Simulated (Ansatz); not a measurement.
Species: C5H7Ge (charge -1, singlet). It need not be the lowest isomer of its formula. Whether it binds its extra electron was not tested at this geometry. 
Structure (B3LYP-D3(BJ)/def2-TZVP (Ansatz, a quantum-chemistry and plane-wave program) minimum search):
```
C
C 1 1.4199
H 2 1.0830 1 125.65
C 2 1.4028 3 126.18 1 179.48
H 4 1.0835 2 125.91 3 -0.67
C 4 1.4150 5 125.94 2 178.84
H 6 1.0835 4 125.94 5 0.00
C 6 1.4028 7 125.91 4 178.83
H 8 1.0829 6 126.20 7 0.67
Ge 1 1.8989 2 126.32 3 -3.57
H 10 1.5591 1 113.17 2 152.98
H 10 1.5594 11 105.79 1 124.63
H 10 1.5689 11 103.24 12 108.04
```
Charge -1, spin multiplicity 1.

Basis-set convergence of Hartree-Fock and CCSD(T) correlation energies (hartree) with Ansatz. Correlated levels leave the core frozen unless marked. Spin-orbit coupling is left out. Frozen are the shells of the preceding noble gas and the d and f shells that filled before the atom's block. No relativistic terms. This anion needs diffuse functions, which these sets lack.

```tsv
basis	functions	E(HF)	E(corr, CCSD(T))
cc-pVDZ	132	-2268.71560	-0.86109
cc-pVTZ	291	-2268.84071	-1.03078
cc-pVQZ	553	?	?
```

**Question.** Some entries are withheld; supply them.

**Answer.** 
- cc-pVQZ, E(HF): -2268.85883
- cc-pVQZ, E(corr, CCSD(T)): -1.08318
